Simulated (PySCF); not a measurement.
Si(H)(F)(Br)(Me) (CH4BrFSi), SMILES Br[SiH](C)F. Atoms are numbered in the order given.

```xyz
8

Si    -0.2554    -0.9002     0.3619
C     -2.1031    -0.8328     0.2757
F      0.2954    -1.9182    -0.7744
Br     0.5917     1.1050    -0.0625
H      0.2835    -1.3584     1.6659
H     -2.5311    -1.8327     0.4485
H     -2.4988    -0.1447     1.0379
H     -2.4270    -0.4779    -0.7141
```

Coordinates come from a PBE0-D3(BJ)/def2-SVP optimisation.

Level of theory: M06-2X/def2-TZVP in PySCF.

Atomic charges (e):

| atom | Löwdin | Mulliken |
|---|---|---|
| Si1 | [?] | 0.64 |
| C2 | -0.46 | -0.56 |
| F3 | [?] | -0.34 |
| Br4 | [?] | -0.24 |
| H5 | -0.03 | -0.02 |
| H6 | 0.14 | 0.16 |
| H7 | 0.14 | 0.17 |
| H8 | 0.14 | 0.17 |

**Question.** What belongs in the gaps? (Estimate from the structure and the level; the computed values follow.)

**Answer.** 
- Si1, Löwdin: -0.11
- F3, Löwdin: -0.01
- Br4, Löwdin: 0.20

Computed Mayer and Wiberg (Löwdin basis) orders of the bonds:
| bond | Mayer | Wiberg |
|---|---|---|
| Si1–C2 | 1.02 | 1.26 |
| Si1–F3 | 1.06 | 1.68 |
| Si1–Br4 | 1.15 | 1.77 |
| Si1–H5 | 0.96 | 0.92 |
| C2–H6 | 0.93 | 0.89 |
| C2–H7 | 0.93 | 0.89 |
| C2–H8 | 0.93 | 0.89 |
